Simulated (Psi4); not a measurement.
C4H12NbO4 (SMILES C[O][Nb+]([O]C)([O]C)[O]C), charge +1, singlet, geometry from GFN2-xTB (such geometries of metal compounds can be far from the true shape) (the multiplicity is a formal guess) (all electrons, no relativity); CAM-B3LYP/3-21G (Psi4).

Here is a job for Psi4.
```
memory 2 GB

molecule {
1 1
  Nb   -0.00005262    0.00011392    0.00032409
  O    -1.47219446    0.32120973    0.92316913
  C    -2.63098894    0.57686600    1.65307322
  H    -2.52886818    1.53397470    2.18084728
  H    -3.49065436    0.62585302    0.97221725
  H    -2.78977410   -0.22693401    2.38360706
  O    -0.42929169   -0.63934328   -1.58991579
  C    -0.77103677   -1.14547962   -2.84211624
  H    -0.77417333   -0.33173648   -3.57888426
  H    -0.03953021   -1.90680968   -3.14262749
  H    -1.76981549   -1.59848655   -2.79497390
  O     0.98993774   -1.18279244    0.86242109
  C     1.77131540   -2.11544460    1.54127424
  H     2.42326197   -2.63679800    0.82842656
  H     2.38763040   -1.60241083    2.29090424
  H     1.12119378   -2.84496943    2.04137386
  O     0.91117948    1.50129405   -0.19514843
  C     1.63115629    2.68335904   -0.35399108
  H     0.96870465    3.54243225   -0.18611142
  H     2.45548538    2.71158026    0.37035245
  H     2.03897230    2.73088516   -1.37206848
}

set basis 3-21g
set scf_type pk

energy('cam-b3lyp')
print_variables()
```

Write the output that Psi4 gives for this input, abridged.


```
   => Loading Basis Set <=

    Name: 3-21G
    Role: ORBITAL
    Keyword: BASIS

         ---------------------------------------------------------
                                   SCF
               by Justin Turney, Rob Parrish, Andy Simmonett
                          and Daniel G. A. Smith
                              RKS Reference
         ---------------------------------------------------------

  ==> Geometry <==

    Molecular point group: c1
    Full point group: C1

    Geometry (in Angstrom), charge = 1, multiplicity = 1:

       Center              X                  Y                   Z               Mass
    ------------   -----------------  -----------------  -----------------  -----------------
         NB          -0.000038857758     0.000092561002     0.000276095237    92.906373000000
         O           -1.472180697758     0.321188371002     0.923121135237    15.994914619570
         C           -2.630975177758     0.576844641002     1.653025225237    12.000000000000
         H           -2.528854417758     1.533953341002     2.180799285237     1.007825032230
         H           -3.490640597758     0.625831661002     0.972169255237     1.007825032230
         H           -2.789760337758    -0.226955368998     2.383559065237     1.007825032230
         O           -0.429277927758    -0.639364638998    -1.589963784763    15.994914619570
         C           -0.771023007758    -1.145500978998    -2.842164234763    12.000000000000
         H           -0.774159567758    -0.331757838998    -3.578932254763     1.007825032230
         H           -0.039516447758    -1.906831038998    -3.142675484763     1.007825032230
         H           -1.769801727758    -1.598507908998    -2.795021894763     1.007825032230
         O            0.989951502242    -1.182813798998     0.862373095237    15.994914619570
         C            1.771329162242    -2.115465958998     1.541226245237    12.000000000000
         H            2.423275732242    -2.636819358998     0.828378565237     1.007825032230
         H            2.387644162242    -1.602432188998     2.290856245237     1.007825032230
         H            1.121207542242    -2.844990788998     2.041325865237     1.007825032230
         O            0.911193242242     1.501272691002    -0.195196424763    15.994914619570
         C            1.631170052242     2.683337681002    -0.354039074763    12.000000000000
[...]
   @RKS iter   3: -4195.93413187605620   -4.00510e-01   1.60929e-03 ADIIS/DIIS
   @RKS iter   4: -4195.95543849484238   -2.13066e-02   2.61041e-04 ADIIS/DIIS
   @RKS iter   5: -4195.95605932791386   -6.20833e-04   5.83391e-05 DIIS
   @RKS iter   6: -4195.95608866629664   -2.93384e-05   1.25130e-05 DIIS
   @RKS iter   7: -4195.95609019613403   -1.52984e-06   1.11267e-06 DIIS
   @RKS iter   8: -4195.95609021574910   -1.96151e-08   4.92440e-07 DIIS
  Energy and wave function converged.

  ==> Post-Iterations <==

   Electrons on quadrature grid:
      Ntotal   =  107.9999579259 ; deviation = -4.207e-05

    Orbital Energies [Eh]
    ---------------------

    Doubly Occupied:

[...]
    Virtual:

[...]
    Final Occupation by Irrep:
              A
    DOCC [    54 ]
    NA   [    54 ]
    NB   [    54 ]

  @RKS Final Energy: -4195.95609021574910

   => Energetics <=

    Nuclear Repulsion Energy =            990.6527886504676417
    One-Electron Energy =               -7741.8715048118965569
    Two-Electron Energy =                2690.6664650095449360
    DFT Exchange-Correlation Energy =    -135.4038390638645524
    Empirical Dispersion Energy =           0.0000000000000000
    VV10 Nonlocal Energy =                  0.0000000000000000
    Total Energy =                      -4195.9560902157491000

Computation Completed

Properties will be evaluated at   0.000000,   0.000000,   0.000000 [a0]

Properties computed using the SCF density matrix

 Multipole Moments:

 ------------------------------------------------------------------------------------
     Multipole            Electronic (a.u.)      Nuclear  (a.u.)        Total (a.u.)
 ------------------------------------------------------------------------------------

 L = 1.  Multiply by 2.5417464519 to convert [e a0] to [Debye]
 Dipole X            :         -0.0017822            0.0028344            0.0010523
 Dipole Y            :          0.0029096           -0.0043985           -0.0014889
 Dipole Z            :          0.0089749           -0.0098866           -0.0009117
 Magnitude           :                                                    0.0020385

 ------------------------------------------------------------------------------------

  Variable Map:
  ----------------------------------------------------------------------------
[...]
  Array Variable Map:
  ----------------------------------------------------------------------------
[...]
[...]
```
